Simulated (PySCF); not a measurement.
O⁺ (oxygen, charge +1) across methods

[He] 2s2 2p2 3s1, high-spin 4P determinant (an excited configuration). Computed with PySCF 2.14 in aug-cc-pwCVTZ (7s6p4d2f, 59 functions), with no relativity, point nucleus.

```json
{"method": "revPBE", "E (hartree)": "-73.7144", "mean ε 2s β (eV)": "-46.438", "mean ε 2p α (eV)": "-36.160", "mean ε 3s α (eV)": "-9.573", "Σ⟨r²⟩ (bohr²)": "18.09", "⟨S²⟩": "3.751"}
{"method": "wB97M-V", "E (hartree)": "-73.7266", "mean ε 2s β (eV)": "-51.467", "mean ε 2p α (eV)": "-41.180", "mean ε 3s α (eV)": "-11.699", "Σ⟨r²⟩ (bohr²)": "17.99", "⟨S²⟩": "3.751"}
{"method": "PBEsol", "E (hartree)": "-73.3986", "mean ε 2s β (eV)": "-46.209", "mean ε 2p α (eV)": "-36.029", "mean ε 3s α (eV)": "-9.569", "Σ⟨r²⟩ (bohr²)": "18.07", "⟨S²⟩": "3.751"}
{"method": "LDA", "E (hartree)": "-73.1572", "mean ε 2s β (eV)": "-46.241", "mean ε 2p α (eV)": "-36.098", "mean ε 3s α (eV)": "-9.623", "Σ⟨r²⟩ (bohr²)": "17.94", "⟨S²⟩": "3.751"}
{"method": "PBE", "E (hartree)": "-73.6497", "mean ε 2s β (eV)": "-46.394", "mean ε 2p α (eV)": "-36.166", "mean ε 3s α (eV)": "-9.588", "Σ⟨r²⟩ (bohr²)": "18.01", "⟨S²⟩": "3.751"}
{"method": "TPSSh", "E (hartree)": "-73.7349", "mean ε 2s β (eV)": "-47.546", "mean ε 2p α (eV)": "-37.709", "mean ε 3s α (eV)": "-9.811", "Σ⟨r²⟩ (bohr²)": "18.17", "⟨S²⟩": "3.752"}
{"method": "UHF", "E (hartree)": "-73.53466", "mean ε 2s β (eV)": "-53.361", "mean ε 2p α (eV)": "-46.878", "mean ε 3s α (eV)": "-11.810", "Σ⟨r²⟩ (bohr²)": "18.21", "⟨S²⟩": "3.754"}
{"method": "r2SCAN", "E (hartree)": "-73.6930", "mean ε 2s β (eV)": "-46.793", "mean ε 2p α (eV)": "-37.301", "mean ε 3s α (eV)": "-9.641", "Σ⟨r²⟩ (bohr²)": "18.17", "⟨S²⟩": "3.753"}
```

Question: Estimate the same row for PBE0.

Answer: E (hartree) = -73.6611; mean ε 2s β (eV) = -48.556; mean ε 2p α (eV) = -38.996; mean ε 3s α (eV) = -10.239; Σ⟨r²⟩ (bohr²) = 18.06; ⟨S²⟩ = 3.752.

The outer electron is Rydberg-like, and this basis confines it to a smaller radius and binds it less than a complete one would.
